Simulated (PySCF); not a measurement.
# Dipole response of Zn (zinc, neutral)

[Ar] 3d10 4s1 4p1, high-spin 3P determinant (an excited configuration). Calculation: PySCF 2.14, in def2-QZVPPD (11s6p5d4f2g, 100 functions); the non-relativistic Hamiltonian (point nucleus). Coupled (time-dependent) response in atomic units; α is the mean over directions.

```tsv
method	mean α (bohr³)	α xx, yy, zz	C₆ (like pair)	S(−4)
MN15	51.24	41.82, 70.09, 41.82	412.3	1637
```

S(−4) is the Cauchy moment in α(ω) = α(0) + S(−4) ω² + …

α(iu) at MN15:

| u (hartree) | α(iu) (bohr³) |
| --- | --- |
| 0 | 51.24 |
| 0.0500 | 47.59 |
| 0.100 | 39.93 |
| 0.200 | 25.95 |
| 0.300 | 17.27 |
| 0.500 | 9.127 |
| 0.750 | 5.291 |
| 1.00 | 3.600 |
| 1.50 | 2.115 |
| 2.00 | 1.456 |
| 3.00 | 0.8540 |
| 5.00 | 0.4184 |

A single London oscillator, α(iu) = α/(1 + u²/ω²), gives C₆ = (3/4) ω α². Matching the computed C₆ needs ω = 4 × 412.3 / (3 × 51.24²) = 0.209 hartree.

The components differ because the open shell of this determinant is not spherical; for a pure term their mean is the scalar polarisability.
